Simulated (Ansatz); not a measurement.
Geometry optimisation, Ansatz, RKS PBE0-D4/6-31G.

input.yaml

```yaml
crystal:
  periodic: [false, false, false]
  atoms:
    - { symbol: Al, position_ang: [-0.389, 1.76464, -0.86194] }
    - { symbol: B, position_ang: [0.439, 0.09681, -0.01763] }
    - { symbol: C, position_ang: [0.89844, -1.09005, 0.57498] }
    - { symbol: S, position_ang: [-0.06863, -2.46355, 1.15615] }
    - { symbol: H, position_ang: [-0.32589, 2.13753, -2.38229] }
    - { symbol: H, position_ang: [-1.23107, 2.82753, -0.07594] }
    - { symbol: H, position_ang: [1.94252, -1.31657, 0.75629] }
    - { symbol: H, position_ang: [-1.26537, -1.95634, 0.85038] }
basis:
  gaussian: { orbitals: "6-31G" }
hamiltonian:
  xc: pbe0
  dispersion: d4
relax:
  f_tol: 0.02
  max_steps: 40
scf:
  lower_state_search: "off"
```

Launched with:

```bash
$ ansatz run input.yaml --threads 1 --pin off --max-ram 2048MiB --backend cpu --events-out ev --progress --plain --runs-dir out
```

Where does it end, and by what steps?

The forces met the threshold. Limits of this set-up: no polarisation functions. After 13 steps the energy has fallen by 0.463 eV; H5 moved furthest, 1.13 Å.

| step | energy less start (eV) | largest force component (eV/Å) | accepted |
| --- | --- | --- | --- |
| 0 | 0.0000 | 1.080 | yes |
| 1 | -0.1910 | 0.907 | yes |
| 2 | -0.2439 | 0.815 | yes |
| 3 | -0.3369 | 0.527 | yes |
| 4 | -0.4028 | 0.352 | yes |
| 5 | -0.4397 | 0.157 | yes |
| 6 | -0.4587 | 0.061 | yes |
| 7 | -0.4583 | 0.237 | no |
| 8 | -0.4618 | 0.022 | yes |
| 9 | -0.4579 | 0.193 | no |
| 10 | -0.4620 | 0.151 | yes |
| 11 | -0.4626 | 0.024 | yes |
| 12 | -0.4626 | 0.023 | yes |
| 13 | -0.4626 | 0.008 | yes |

```xyz
8
Properties=species:S:1:pos:R:3
Al -0.409 1.812 -0.915
B 0.299 0.030 -0.159
C 0.812 -1.184 0.342
S 0.020 -2.390 1.449
H 0.532 2.682 -1.887
H -1.890 2.299 -0.517
H 1.815 -1.511 0.072
H -1.179 -1.738 1.616
```

Time of the run: 28 s on 1 thread of Intel(R) Xeon(R) Platinum 8375C CPU @ 2.90GHz (Ice Lake), on a shared host, peak memory 0.16 GiB.
